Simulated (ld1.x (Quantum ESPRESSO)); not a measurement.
## Te, TM: configuration errors across variants

```
Element                 : Te (Z = 52)
Generator               : ld1.x (Quantum ESPRESSO) 7.5
Type                    : norm-conserving Troullier–Martins (Kleinman–Bylander form)
Functional              : PBE
Relativity              : fully relativistic
Frozen core             : [Kr] 4d10
Valence charge          : 6
Reference configuration : 5s2 5p4
Partial waves           : 5p (bound): rc 1.85 bohr; 5s (bound): rc 1.35 bohr
Local potential         : the s channel
Core correction         : Bessel-smoothed model core inside 0.65 bohr
```

Open shells are filled in proportion to 2j + 1 (rel_dist='average').

All-electron excitation energies from the reference (eV): (1) 5s2 5p3 9.749; (2) 5s2 5p2 27.698; (3) 5s2 5p1 54.625; (4) 5s2 5p0 91.145; (5) 5s0 5p6 18.630; (6) 5s1 5p4 19.556; (7) 5s1 5p5 9.220.

A true bound ghost makes a file unfit for plane-wave use even where its test errors are small: the radial tests pick states by their node count and pass the ghost by. Where a test does run into it, the solver fails or the error is huge.

Errors AE − PS in meV (a dash: test not solved or not reliable):

| change | (1) | (2) | (3) | (4) | (5) | (6) | (7) | bound ghosts |
| --- | --- | --- | --- | --- | --- | --- | --- | --- |
| base | -2.0 | -15 | -53 | -134 | -112 | -28 | -22 | p1/2 |
| wave 5p (bound): rc 1.85 bohr becomes 5p (bound): rc 1.46 bohr | -2.5 | -17 | -54 | -118 | -46 | -24 | -9.0 | p3/2, p1/2 |
| wave 5p (bound): rc 1.85 bohr becomes 5p (bound): rc 1.66 bohr | -1.8 | -14 | -50 | -128 | -82 | -25 | -16 | p3/2, p1/2 |
| wave 5p (bound): rc 1.85 bohr becomes 5p (bound): rc 1.98 bohr | -2.1 | -15 | -53 | -132 | -118 | -29 | -24 | p1/2 |
| wave 5p (bound): rc 1.85 bohr becomes 5p (bound): rc 2.24 bohr | -2.1 | -15 | -53 | -132 | -121 | -29 | -24 | p1/2 |
| wave 5p (bound): rc 1.85 bohr becomes 5p (bound): rc 2.46 bohr | -2.3 | -17 | -60 | -155 | -108 | -27 | -21 | p1/2 |
| wave 5p (bound): rc 1.85 bohr becomes 5p (bound): rc 2.70 bohr | -2.8 | -22 | -82 | -219 | -85 | -22 | -16 | p3/2, p1/2 |

Question: Give the same row for: wave 5p (bound): rc 1.85 bohr becomes 5p (bound): rc 1.20 bohr.

Answer: -18, -87, -208, -343, –, -38, -25; bound ghosts: p1/2. Not counted: 5s0 5p6 (pseudo-atom not self-consistent, printed error +12.4 eV).
